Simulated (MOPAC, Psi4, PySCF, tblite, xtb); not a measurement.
Dimer BF3 ··· Na+ (SMILES FB(F)F and [Na+]) (charge +1) at R = 3.36 Å between the centres of mass, closest contact 2.04 Å (lowest of the rigid-body minima from ten starts at GFN2-xTB). Geometry in Å and degrees:

```
F
B 1 1.3159
F 2 1.3158 1 119.91
F 2 1.3159 3 120.07 1 -179.98
Na 1 2.0414 3 149.71 2 -179.94
```

Methods: GFN2-xTB (tblite); SAPT0/jun-cc-pVDZ, all electrons correlated (Psi4); revPBE/def2-TZVP, counterpoise-corrected (Psi4); revPBE-D3(BJ)/def2-TZVP, counterpoise-corrected (Psi4); PBE/def2-TZVP, counterpoise-corrected (Psi4); PBE-D3(BJ)/def2-TZVP, counterpoise-corrected (Psi4); wB97M-V/def2-TZVP, counterpoise-corrected (Psi4); HF/aug-cc-pVTZ, counterpoise-corrected (Psi4); MP2/aug-cc-pVTZ = Psi4 1.11 with DF-MP2/aug-cc-pVTZ, all electrons correlated, counterpoise-corrected; SCS-MP2/aug-cc-pVTZ = DF-SCS-MP2/aug-cc-pVTZ, all electrons correlated, counterpoise-corrected run with Psi4; PM3, restricted, heats of formation (MOPAC); PM7, restricted, heats of formation (MOPAC); GFN1-xTB (xtb); RKS-B3LYP/6-31G* = restricted B3LYP/6-31G*, spherical d, no counterpoise correction (PySCF 2.14.0); RKS-B3LYP/3-21G = restricted B3LYP/3-21G, no counterpoise correction (PySCF); RMP2/6-31G* = restricted MP2 (frozen core)/6-31G*, spherical d, no counterpoise correction run with PySCF; RKS-B3LYP/6-311+G** = restricted B3LYP/6-311+G**, spherical d, no counterpoise correction (PySCF 2.14.0).

Q: What interaction energy does each level give?

A: 
| method | E_int / kJ/mol |
|---|---|
| RKS-B3LYP/3-21G | -80.77 |
| GFN2-xTB | -62.84 |
| GFN1-xTB | -56.94 |
| RKS-B3LYP/6-31G* | -49.19 |
| PM7 | -45.46 |
| RMP2/6-31G* | -42.02 |
| RKS-B3LYP/6-311+G** | -29.96 |
| PBE-D3(BJ)/def2-TZVP | -28.98 |
| wB97M-V/def2-TZVP | -28.73 |
| PBE/def2-TZVP | -26.75 |
| HF/aug-cc-pVTZ | -26.29 |
| SAPT0/jun-cc-pVDZ | -25.37 |
| revPBE-D3(BJ)/def2-TZVP | -25.31 |
| SCS-MP2/aug-cc-pVTZ | -22.59 |
| MP2/aug-cc-pVTZ | -22.48 |
| revPBE/def2-TZVP | -20.42 |
| PM3 | 32.10 |
